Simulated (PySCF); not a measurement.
B3LYP has the VWN-RPA correlation part, as in Gaussian. 

```xyz
8

N     -1.5607    -0.2969    -0.0180
Al     0.0192     0.4810     0.0055
N      1.5314    -0.4217     0.0101
Br     0.1112     2.7458     0.0311
H     -1.7204    -1.2914    -0.0307
H     -2.4352     0.2025    -0.0211
H      2.4428     0.0066     0.0230
H      1.6118    -1.4258     0.0001
```

Charge 0, multiplicity 1.

Give the Mulliken and meta-Löwdin atomic charges from B3LYP-D3(BJ)/def2-TZVP (PySCF).


```
atom  Mulliken (e)  meta-Löwdin (e)
----  ------------  ---------------
N1           -0.62            -0.76
Al2           0.64             0.91
N3           -0.62            -0.76
Br4          -0.29            -0.34
H5            0.22             0.24
H6            0.23             0.24
H7            0.23             0.24
H8            0.22             0.24
```
